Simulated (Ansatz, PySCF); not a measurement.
Input for Ansatz (a first-principles code):
Ansatz 0.2 input:
```yaml
crystal:
  periodic: [false, false, false]
  atoms:
    - {symbol: C, position_ang: [1.52434303, 0.56093113, 0.31490785]}
    - {symbol: C, position_ang: [0.04453370, 0.87676947, 0.10016236]}
    - {symbol: S, position_ang: [-0.85537500, -0.67174547, -0.23650192]}
    - {symbol: H, position_ang: [-1.44275204, -0.78543274, 0.97497304]}
    - {symbol: H, position_ang: [-0.04239817, 1.42199110, -0.87086914]}
    - {symbol: H, position_ang: [2.05346159, 1.50095317, 0.52444131]}
    - {symbol: H, position_ang: [1.64604989, -0.08913262, 1.18939805]}
    - {symbol: H, position_ang: [2.05837829, 0.07334497, -0.52433387]}
basis:
  gaussian:
    orbitals: STO-3G
hamiltonian:
  xc: hf
total_charge: -1
accuracy: high
```

Question: Give the equivalent PySCF input.

Answer: This is not unique; one that fits is 
```python
from pyscf import gto, scf

mol = gto.Mole()
mol.atom = '''
    C     1.524343    0.560931    0.314908
    C     0.044534    0.876769    0.100162
    S    -0.855375   -0.671745   -0.236502
    H    -1.442752   -0.785433    0.974973
    H    -0.042398    1.421991   -0.870869
    H     2.053462    1.500953    0.524441
    H     1.646050   -0.089133    1.189398
    H     2.058378    0.073345   -0.524334
'''
mol.basis = 'sto-3g'
mol.charge = -1
mol.spin = 0
mol.verbose = 3
mol.build()

mf = scf.RHF(mol)
mf.kernel()
```

Both were run: Ansatz gave -470.631623 Eh and PySCF -470.631623 Eh, 0.000 mEh apart.
